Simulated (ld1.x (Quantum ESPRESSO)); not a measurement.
LDA (PZ) RRKJ dataset for rhodium (Rh), scalar-relativistic all-electron reference.

The input file (ld1.x (Quantum ESPRESSO) 7.5):

```
&input
   title='Rh', zed=45., rel=1, dft='PZ', iswitch=3,
   config='[Kr] 4d8 5s1 5p0',
   nld=3, rlderiv=4.40, eminld=-2.0, emaxld=5.0, deld=0.02
 /
 &inputp
   pseudotype=2, tm=.false., rho0=0.02, lloc=2,
   nlcc=.true., new_core_ps=.true.,
   file_pseudopw='Rh.UPF', file_wfcaegen='ae.wfc', file_wfcncgen='nc.wfc', file_beta='beta', file_chi='chi'
 /
3
5S  1  0   1.00   0.00  2.80  2.80  0.0
5P  2  1   0.00   0.00  4.05  4.05  0.0
4D  3  2   8.00   0.00  1.70  1.70  0.0
 &test
   configts(1)='4d8 5s1 5p0'
 /
```

Command:

```bash
ld1.x < Rh.in > Rh.out
```

Resulting log (shortened: banner, matrices, multipoles, cross overlaps and the repeated all-electron block are left out):

```
Program LD1 v.7.5
     --------------------------- All-electron run ----------------------------

     Rh
     scalar relativistic calculation

     atomic number is 45.00
     dft =PZ   lsd =0 sic =0 latt =0  beta=0.20 tr2=1.0E-14
     Exchange-correlation= PZ
                           (   1   1   0   0   0   0   0)
     mesh =1233 r(mesh) =  98.82371 a.u. xmin = -7.00 dx = 0.01250
     1 Ry =  13.60569312 eV, c = 137.03599908

     n l     nl                  e(Ry)          e(Ha)          e(eV)
     1 0     1S 1( 2.00)     -1691.1368      -845.5684    -23009.0885
     2 0     2S 1( 2.00)      -245.2372      -122.6186     -3336.6214
     2 1     2P 1( 6.00)      -219.9349      -109.9675     -2992.3674
     3 0     3S 1( 2.00)       -43.7854       -21.8927      -595.7304
     3 1     3P 1( 6.00)       -35.4673       -17.7337      -482.5575
     4 0     4S 1( 2.00)        -6.0676        -3.0338       -82.5534
     4 1     4P 1( 6.00)        -3.7140        -1.8570       -50.5318
     3 2     3D 1(10.00)       -22.1235       -11.0617      -301.0050
     4 2     4D 1( 8.00)        -0.4518        -0.2259        -6.1470
     5 0     5S 1( 1.00)        -0.3376        -0.1688        -4.5928
     5 1     5P 1( 0.00)        -0.0714        -0.0357        -0.9713

     final scf error:  5.4E-15 reached in  28 iterations

     Etot =   -9558.999637 Ry,   -4779.499819 Ha, -130056.815626 eV

     Ekin =    9897.155693 Ry,    4948.577847 Ha,  134657.663150 eV
     Encl =  -23082.369667 Ry,  -11541.184833 Ha, -314051.638237 eV
     Eh   =    3893.866322 Ry,    1946.933161 Ha,   52978.750238 eV
     Exc  =    -267.651985 Ry,    -133.825993 Ha,   -3641.590777 eV

     normalization and overlap integrals

     s(1S/1S) =  1.000000  <r> =   0.0327  <r2> =    0.0014  r(max) =   0.0211
     s(2S/2S) =  1.000000  <r> =   0.1421  <r2> =    0.0238  r(max) =   0.1201
     s(2P/2P) =  1.000000  <r> =   0.1238  <r2> =    0.0187  r(max) =   0.0959
     s(3S/3S) =  1.000000  <r> =   0.3914  <r2> =    0.1753  r(max) =   0.3520
     s(3P/3P) =  1.000000  <r> =   0.3910  <r2> =    0.1777  r(max) =   0.3433
     s(4S/4S) =  1.000000  <r> =   0.9792  <r2> =    1.0880  r(max) =   0.8766
     s(4P/4P) =  1.000000  <r> =   1.0810  <r2> =    1.3427  r(max) =   0.9449
     s(3D/3D) =  1.000000  <r> =   0.3706  <r2> =    0.1643  r(max) =   0.2918
     s(4D/4D) =  1.000000  <r> =   1.5963  <r2> =    3.1923  r(max) =   1.1541
     s(5S/5S) =  1.000000  <r> =   3.2519  <r2> =   12.2462  r(max) =   2.6336
     s(5P/5P) =  1.000000  <r> =   4.9969  <r2> =   30.0239  r(max) =   3.7842

     ------------------------ End of All-electron run ------------------------

     --------------------- Generating NC pseudopotential ---------------------

      Generating local pot.: lloc=2, matching radius rcloc =   1.7000

      Computing core charge for nlcc:

       r > 0.98 : true rho core
      Core charge pseudized with two Bessel functions
      Integrated core pseudo-charge :  11.27

      Wfc   5S  rcut= 2.769  Estimated cut-off energy=        5.89 Ry
      Using 4 Bessel functions for this wfc, rho(0) = 0.020
      This function has    0 nodes for 0 < r <    2.769

      Wfc   5P  rcut= 4.028  Estimated cut-off energy=       10.74 Ry
      This function has    0 nodes for 0 < r <    4.028

     ------------------- End of pseudopotential generation -------------------

     Computing logarithmic derivative in   4.42428
     Computing logarithmic derivative in   4.42428
     Computing the partial wave expansion
     R is outside the sphere for l=    0 j= 0.00
     R is outside the sphere for l=    1 j= 0.00
       no projector for channel:   2

     ---------------------- Testing the pseudopotential ----------------------

     Rh
     scalar relativistic calculation

     atomic number is 45.00   valence charge is  9.00
     dft =PZ   lsd =0 sic =0 latt =0  beta=0.20 tr2=1.0E-14
     mesh =1233 r(mesh) =  98.82371 xmin = -7.00 dx = 0.01250

     n l     nl             e AE (Ry)        e PS (Ry)    De AE-PS (Ry)
     3 2     4D   1( 8.00)       -0.45179       -0.45180        0.00000
     1 0     5S   1( 1.00)       -0.33756       -0.33757        0.00000
     2 1     5P   1( 0.00)       -0.07139       -0.07139        0.00000

     eps = 1.5E-15  iter = 12

     Etot =   -9558.999637 Ry,   -4779.499819 Ha, -130056.815626 eV
     Etotps =   -63.739638 Ry,     -31.869819 Ha,    -867.221951 eV

     Ekin =      42.956646 Ry,      21.478323 Ha,     584.454940 eV
     Encl =    -119.392973 Ry,     -59.696487 Ha,   -1624.424152 eV
     Ehrt =      42.444272 Ry,      21.222136 Ha,     577.483741 eV
     Ecxc =     -30.411482 Ry,     -15.205741 Ha,    -413.769291 eV
     (Ecc =     -18.538535 Ry,      -9.269268 Ha,    -252.229621 eV)
     Epseu=       0.663899 Ry,       0.331950 Ha,       9.032811 eV

     ---------------------- End of pseudopotential test ----------------------
```

Note: ghost states, extra bound levels that the all-electron valence spectrum of the same l lacks: s at -65.0 eV, p at -31.3 eV. A true bound ghost makes a file unfit for plane-wave use.

Generation and configuration tests took about 3.5 s on one core of a shared server CPU.

Transferability test of the new file with ld1.x, input:

```
&input
   title='Rh', zed=45., rel=1, dft='PZ', iswitch=2,
   config='[Kr] 4d8 5s1 5p0'
 /
 &test
   file_pseudo='Rh.UPF', nconf=10,
   configts(1)='4d8 5s1 5p0',
   configts(2)='4d8 5s0 5p0',
   configts(3)='4d7 5s0 5p0',
   configts(4)='4d6 5s0 5p0',
   configts(5)='4d8.5 5s0.5 5p0',
   configts(6)='4d7 5s1 5p1',
   configts(7)='4d8 5s0.5 5p0',
   configts(8)='4d8 5s0 5p1',
   configts(9)='4d8 5s1 5p0', lsdts(9)=1,
   configts(10)='4d8 5s0 5p0', lsdts(10)=1
 /
```

```bash
ld1.x < Rh.test.in > Rh.test.out
```

Pseudopotential blocks of its output, shortened (energy terms left out; the distinct warnings before each block abridged to one line each):

```
     ---------------------- Testing the pseudopotential ----------------------

     n l     nl             e AE (Ry)        e PS (Ry)    De AE-PS (Ry)
     3 2     4D   1( 8.00)       -0.45179       -0.45180        0.00000
     1 0     5S   1( 1.00)       -0.33756       -0.33757        0.00000
     2 1     5P   1( 0.00)       -0.07139       -0.07139        0.00000

     eps = 4.9E-15  iter = 17

     Etot =   -9558.999637 Ry,   -4779.499819 Ha, -130056.815626 eV
     Etotps =   -63.739637 Ry,     -31.869819 Ha,    -867.221944 eV

     ---------------------- End of pseudopotential test ----------------------

          ---------------------- Testing the pseudopotential ----------------------

     n l     nl             e AE (Ry)        e PS (Ry)    De AE-PS (Ry)
     3 2     4D   1( 8.00)       -1.01793       -1.01843        0.00050
     1 0     5S   1( 0.00)       -0.81710       -0.81744        0.00034
     2 1     5P   1( 0.00)       -0.46580       -0.46652        0.00071

     eps = 1.0E-14  iter = 14

     Etot =   -9558.426993 Ry,   -4779.213496 Ha, -130049.024402 eV
     Etotps =   -63.166786 Ry,     -31.583393 Ha,    -859.427906 eV
     dEtot_ae =       0.572644 Ry
     dEtot_ps =       0.572851 Ry,   Delta E=      -0.000207 Ry

     ---------------------- End of pseudopotential test ----------------------

          Warning: n=2, l=1 expected 0 nodes, found 1
     ---------------------- Testing the pseudopotential ----------------------

     n l     nl             e AE (Ry)        e PS (Ry)    De AE-PS (Ry)
     3 2     4D   1( 7.00)       -1.91002       -1.92169        0.01167  !
     1 0     5S   1( 0.00)       -1.47044       -1.47592        0.00548  !
     2 1     5P   1( 0.00)       -1.02381       -1.02381        0.00000

     eps = 5.1E-15  iter = 21

     Etot =   -9556.974135 Ry,   -4778.487068 Ha, -130029.257266 eV
     Etotps =   -61.708764 Ry,     -30.854382 Ha,    -839.590512 eV
     dEtot_ae =       2.025502 Ry
     dEtot_ps =       2.030873 Ry,   Delta E=      -0.005371 Ry

     ---------------------- End of pseudopotential test ----------------------

          ---------------------- Testing the pseudopotential ----------------------

     n l     nl             e AE (Ry)        e PS (Ry)    De AE-PS (Ry)
     3 2     4D   1( 6.00)       -2.91996       -2.95615        0.03619  !
     1 0     5S   1( 0.00)       -2.20387       -2.22617        0.02231  !
     2 1     5P   1( 0.00)       -1.67181       -1.67181        0.00000

     eps = 6.0E-15  iter = 19

     Etot =   -9554.568147 Ry,   -4777.284073 Ha, -129996.522126 eV
     Etotps =   -59.279817 Ry,     -29.639909 Ha,    -806.543004 eV
     dEtot_ae =       4.431491 Ry
     dEtot_ps =       4.459820 Ry,   Delta E=      -0.028329 Ry

     ---------------------- End of pseudopotential test ----------------------

          ---------------------- Testing the pseudopotential ----------------------

     n l     nl             e AE (Ry)        e PS (Ry)    De AE-PS (Ry)
     3 2     4D   1( 8.50)       -0.36324       -0.36241       -0.00083
     1 0     5S   1( 0.50)       -0.30249       -0.30268        0.00019
     2 1     5P   1( 0.00)       -0.05340       -0.05417        0.00076

     eps = 3.7E-15  iter = 13

     Etot =   -9559.043158 Ry,   -4779.521579 Ha, -130057.407756 eV
     Etotps =   -63.782831 Ry,     -31.891416 Ha,    -867.809630 eV
     dEtot_ae =      -0.043521 Ry
     dEtot_ps =      -0.043194 Ry,   Delta E=      -0.000327 Ry

     ---------------------- End of pseudopotential test ----------------------

          BEWARE! Errors in PS-KS equations
     ---------------------- Testing the pseudopotential ----------------------

     n l     nl             e AE (Ry)        e PS (Ry)    De AE-PS (Ry)
     3 2     4D   1( 7.00)       -0.76449       -1.24827        0.48379  !
     1 0     5S   1( 1.00)       -0.48778       -0.91926        0.43148  !
     2 1     5P   1( 1.00)       -0.16642       -0.16642        0.00000

     eps = 9.2E-15  iter = 29

     Etot =   -9558.513026 Ry,   -4779.256513 Ha, -130050.194949 eV
     Etotps =   -63.070322 Ry,     -31.535161 Ha,    -858.115442 eV
     dEtot_ae =       0.486611 Ry
     dEtot_ps =       0.669316 Ry,   Delta E=      -0.182705 Ry

     ---------------------- End of pseudopotential test ----------------------

          ---------------------- Testing the pseudopotential ----------------------

     n l     nl             e AE (Ry)        e PS (Ry)    De AE-PS (Ry)
     3 2     4D   1( 8.00)       -0.72387       -0.72393        0.00005
     1 0     5S   1( 0.50)       -0.57044       -0.57052        0.00007
     2 1     5P   1( 0.00)       -0.25985       -0.26008        0.00023

     eps = 7.0E-15  iter = 13

     Etot =   -9558.773399 Ry,   -4779.386700 Ha, -130053.737501 eV
     Etotps =   -63.513344 Ry,     -31.756672 Ha,    -864.143073 eV
     dEtot_ae =       0.226238 Ry
     dEtot_ps =       0.226293 Ry,   Delta E=      -0.000055 Ry

     ---------------------- End of pseudopotential test ----------------------

          ---------------------- Testing the pseudopotential ----------------------

     n l     nl             e AE (Ry)        e PS (Ry)    De AE-PS (Ry)
     3 2     4D   1( 8.00)       -0.57386       -0.57590        0.00204
     1 0     5S   1( 0.00)       -0.42334       -0.42327       -0.00007
     2 1     5P   1( 1.00)       -0.13801       -0.13787       -0.00014

     eps = 8.9E-15  iter = 18

     Etot =   -9558.724940 Ry,   -4779.362470 Ha, -130053.078182 eV
     Etotps =   -63.464883 Ry,     -31.732441 Ha,    -863.483719 eV
     dEtot_ae =       0.274697 Ry
     dEtot_ps =       0.274754 Ry,   Delta E=      -0.000057 Ry

     ---------------------- End of pseudopotential test ----------------------

          ---------------------- Testing the pseudopotential ----------------------

     n l     nl             e AE (Ry)        e PS (Ry)    De AE-PS (Ry)
     3 2     4D   1( 5.00)       -0.48855       -0.48959        0.00104
     1 0     5S   1( 1.00)       -0.36465       -0.36450       -0.00015
     2 1     5P   1( 0.00)       -0.08633       -0.08645        0.00013
     3 2     4D   2( 3.00)       -0.39343       -0.39175       -0.00169
     1 0     5S   2( 0.00)       -0.29272       -0.29289        0.00017
     2 1     5P   2( 0.00)       -0.04481       -0.04480       -0.00001

     eps = 5.2E-15  iter = 17

     Etot =   -9559.064571 Ry,   -4779.532285 Ha, -130057.699089 eV
     Etotps =   -63.805877 Ry,     -31.902939 Ha,    -868.123187 eV
     dEtot_ae =      -0.064933 Ry
     dEtot_ps =      -0.066240 Ry,   Delta E=       0.001307 Ry

     ---------------------- End of pseudopotential test ----------------------

          ---------------------- Testing the pseudopotential ----------------------

     n l     nl             e AE (Ry)        e PS (Ry)    De AE-PS (Ry)
     3 2     4D   1( 5.00)       -1.05520       -1.05672        0.00152
     1 0     5S   1( 0.00)       -0.83393       -0.83449        0.00057
     2 1     5P   1( 0.00)       -0.47545       -0.47545        0.00000
     3 2     4D   2( 3.00)       -0.97187       -0.97076       -0.00111
     1 0     5S   2( 0.00)       -0.79633       -0.79635        0.00002
     2 1     5P   2( 0.00)       -0.45380       -0.45426        0.00046

     eps = 9.0E-15  iter = 13

     Etot =   -9558.468599 Ry,   -4779.234300 Ha, -130049.590488 eV
     Etotps =   -63.209715 Ry,     -31.604857 Ha,    -860.011983 eV
     dEtot_ae =       0.531038 Ry
     dEtot_ps =       0.529922 Ry,   Delta E=       0.001115 Ry

     ---------------------- End of pseudopotential test ----------------------
```
